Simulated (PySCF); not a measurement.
# AuSBr: map over both bonds

These are results of UB3LYP in PySCF with Au def2-SVP with ECP60, S def2-SVP, Br def2-SVP; scalar-relativistic core potentials, no spin–orbit coupling; density-fitted integrals, not measurements.

Rigid scan from the triplet minimum (Au–Br 2.397 Å, Au–S 2.214 Å; Br–Au–S 180.0°). Coordinate: rows scale the first bond (Au–S), columns the second (Au–Br). Energies in kJ/mol from the minimum.

Rows run from the largest first scale (top) to the smallest, columns from the smallest second scale to the largest. Lower edges of the bins (kJ/mol): '0' 0.00, '1' 0.58, '2' 1.50, '3' 2.97, '4' 5.28, '5' 8.95, '6' 14.77, '7' 23.99, '8' 38.60, '9' 61.76; top 98.
```
888899
766789
643578
630368
643478
766679
```

Problem. Give the energies on the grid of the scan.

Solution. 
```json
{"scale \\ scale": "0.94", "0.94": "36", "0.97": "22", "1.00": "17", "1.04": "20", "1.09": "36", "1.15": "63"}
{"scale \\ scale": "0.97", "0.94": "21", "0.97": "8", "1.00": "4", "1.04": "8", "1.09": "24", "1.15": "52"}
{"scale \\ scale": "1.00", "0.94": "16", "0.97": "4", "1.00": "0", "1.04": "5", "1.09": "21", "1.15": "49"}
{"scale \\ scale": "1.04", "0.94": "20", "0.97": "8", "1.00": "5", "1.04": "11", "1.09": "27", "1.15": "56"}
{"scale \\ scale": "1.09", "0.94": "35", "0.97": "24", "1.00": "21", "1.04": "27", "1.09": "44", "1.15": "72"}
{"scale \\ scale": "1.15", "0.94": "60", "0.97": "49", "1.00": "47", "1.04": "53", "1.09": "71", "1.15": "98"}
```

Open d and f shells are described by one determinant, and the ground state may have another occupation or spin. Spin–orbit coupling, left out here, can matter for elements this heavy.

The scan took 3.6 min on 2 threads of a shared Intel Xeon @ 2.50GHz (Skylake/Cascade Lake) host; the process peaked at 0.77 GiB.
